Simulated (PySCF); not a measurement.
# Dipole response of Tl⁺ (thallium, charge +1)

[Xe] 4f14 5d10 6s2, closed-shell 1S. Computed with PySCF 2.14 in aug-cc-pwCVTZ-PP with ECP60MDF (8s7p6d4f1g, 96 functions), with scalar relativity through the core potential. Coupled (time-dependent) response in atomic units; α is the mean over directions.

```json
{"method": "UHF", "mean α (bohr³)": "24.09", "C₆ (like pair)": "194.9", "S(−4)": "195.6"}
{"method": "PBE", "mean α (bohr³)": "20.02", "C₆ (like pair)": "161.7", "S(−4)": "116.8"}
{"method": "PBE0", "mean α (bohr³)": "20.73", "C₆ (like pair)": "167.2", "S(−4)": "129.3"}
{"method": "HSE06", "mean α (bohr³)": "20.70", "C₆ (like pair)": "166.8", "S(−4)": "129.3"}
```

S(−4) is the Cauchy moment in α(ω) = α(0) + S(−4) ω² + …

α(iu) at PBE0:

```json
{"u (hartree)": "0", "α(iu) (bohr³)": "20.73"}
{"u (hartree)": "0.0500", "α(iu) (bohr³)": "20.41"}
{"u (hartree)": "0.100", "α(iu) (bohr³)": "19.54"}
{"u (hartree)": "0.200", "α(iu) (bohr³)": "16.86"}
{"u (hartree)": "0.300", "α(iu) (bohr³)": "14.08"}
{"u (hartree)": "0.500", "α(iu) (bohr³)": "9.982"}
{"u (hartree)": "0.750", "α(iu) (bohr³)": "7.084"}
{"u (hartree)": "1.00", "α(iu) (bohr³)": "5.403"}
{"u (hartree)": "1.50", "α(iu) (bohr³)": "3.533"}
{"u (hartree)": "2.00", "α(iu) (bohr³)": "2.512"}
{"u (hartree)": "3.00", "α(iu) (bohr³)": "1.454"}
{"u (hartree)": "5.00", "α(iu) (bohr³)": "0.6540"}
```

A single London oscillator, α(iu) = α/(1 + u²/ω²), gives C₆ = (3/4) ω α². Matching the computed C₆ needs ω = 4 × 167.2 / (3 × 20.73²) = 0.519 hartree.

For an ion, C₆ is the dispersion term alone; charge-induced terms of lower order in 1/R come first.

Energies and moments cover only the electrons outside the core potential. Spin-orbit coupling, which splits the p, d and f shells strongly at this Z, is absent.
